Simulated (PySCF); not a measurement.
PBE on B⁻ (boron, charge -1), [He] 2s2 2p2, high-spin 3P determinant. Computed with PySCF 2.14 in def2-TZVPPD (6s3p3d1f, 37 functions), with the non-relativistic Hamiltonian (point nucleus).

```
cycle= 1 E= -24.620031522935  delta_E= -0.00365  |g|= 0.0121  |ddm|= 0.134
cycle= 2 E= -24.6199666483206  delta_E= 6.49e-05  |g|= 0.014  |ddm|= 0.0523
cycle= 3 E= -24.6201991377948  delta_E= -0.000232  |g|= 0.00109  |ddm|= 0.0311
cycle= 4 E= -24.6202004353494  delta_E= -1.3e-06  |g|= 8.83e-05  |ddm|= 0.00172
cycle= 5 E= -24.6202004441803  delta_E= -8.83e-09  |g|= 2.92e-06  |ddm|= 0.000153
cycle= 6 E= -24.6202004442031  delta_E= -2.28e-11  |g|= 7.46e-07  |ddm|= 1.93e-05
converged SCF energy = -24.6202004442031  <S^2> = 2.004001  2S+1 = 3.0026662
```

Highest occupied orbital energy: 2.890 eV; ⟨L²⟩ = 2.01; populations by l: s 4.00, p 2.00, d 0.00, f 0.00.

Problem. Can this result be used?

Solution. With care. Self-consistency was reached. At PBE the highest occupied level has a positive energy, so only the finite basis holds that electron; in a semilocal or global hybrid functional this comes from self-interaction and does not mean that the real anion is unbound.
